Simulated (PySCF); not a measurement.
## Si²⁺ (silicon, charge +2): UHF calculation

Configuration: [Ne] 3s2, closed-shell 1S. All numbers are calculated (PySCF 2.14, the spin-free X2C one-electron Hamiltonian (Gaussian nucleus), in jorge-DZP-DKH (7s4p1d, 24 functions)).

```
Total energy                        : -288.589551 hartree
One-electron energy                 : -391.0448 hartree
Hartree (Coulomb) energy            : 122.2981 hartree
Exchange energy                     : -19.8429 hartree
⟨S²⟩                                : 0.0000
⟨L²⟩                                : 0.000
Sum of ⟨r⟩                          : 8.519 bohr
Sum of ⟨r²⟩                         : 11.94 bohr²
Langevin diamagnetic susceptibility : -9.45 ×10⁻⁶ cm³/mol
Time after the integrals            : 0.08 s of wall time on 1 thread of Neoverse-N1 (shared host)
```

```json
{"shell": "1s", "electrons": "2", "mean orbital energy (hartree)": "-69.78936", "rms radius, mean of both spins (bohr)": "0.129"}
{"shell": "2s", "electrons": "2", "mean orbital energy (hartree)": "-6.97245", "rms radius, mean of both spins (bohr)": "0.612"}
{"shell": "2p", "electrons": "6", "mean orbital energy (hartree)": "-5.04067", "rms radius, mean of both spins (bohr)": "0.598"}
{"shell": "3s", "electrons": "2", "mean orbital energy (hartree)": "-1.18333", "rms radius, mean of both spins (bohr)": "2.12"}
```

Densities and radii are taken from the X2C orbitals without a picture-change correction, which distorts them close to the nucleus.
